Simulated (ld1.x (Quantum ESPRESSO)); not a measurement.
**Configuration tests for tellurium (Te) (TM)**

- Element: tellurium
- Generator: ld1.x (Quantum ESPRESSO) 7.5
- Type: norm-conserving Troullier–Martins (Kleinman–Bylander form)
- Functional: PBE
- Relativity: scalar-relativistic
- Frozen core: [Kr]
- Valence charge: 16
- Reference configuration: 4d10 5s1.75 5p4.25
- Partial waves: 5s (bound): rc 1.70 bohr; 5p (bound): rc 2.25 bohr; 4d (bound): rc 1.10 bohr
- Local potential: the d channel
- Core correction: none

Energies are relative to the spin-unpolarised reference configuration 4d10 5s1.75 5p4.25; without spin polarisation the order of configurations can differ from experiment.

```
valence configuration  charge  ΔE all-electron (eV)  error AE − PS (meV)
         4d10 5s2 5p4       0                -2.295                 +0.2
         4d10 5s2 5p3      +1                 7.434                 -2.0
         4d10 5s2 5p2      +2                25.358                 -1.5
         4d10 5s2 5p1      +3                52.256                 +8.3
         4d10 5s1 5p5       0                 6.960                 -1.1
```

(1) What are ΔE and the potential's error for 4d10 5s0 5p6?

(2) What are ΔE and the potential's error for 4d9 5s2 5p5?

Levels in the configuration 4d10 5s2 5p1:

| level | all-electron (eV) | pseudo (eV) |
| --- | --- | --- |
| 4d | -72.339 | -72.039 |
| 5s | -42.692 | -42.648 |
| 5p | -31.607 | -31.580 |

Note: ghost states, extra bound levels that the all-electron valence spectrum of the same l lacks: s at -233.7 eV, p at -86.0 eV. A true bound ghost makes a file unfit for plane-wave use.

Answers

(1) ΔE = 16.406 eV all-electron; the error (AE − PS) is -4.6 meV.

(2) ΔE = 35.961 eV all-electron; the error (AE − PS) is -309 meV.
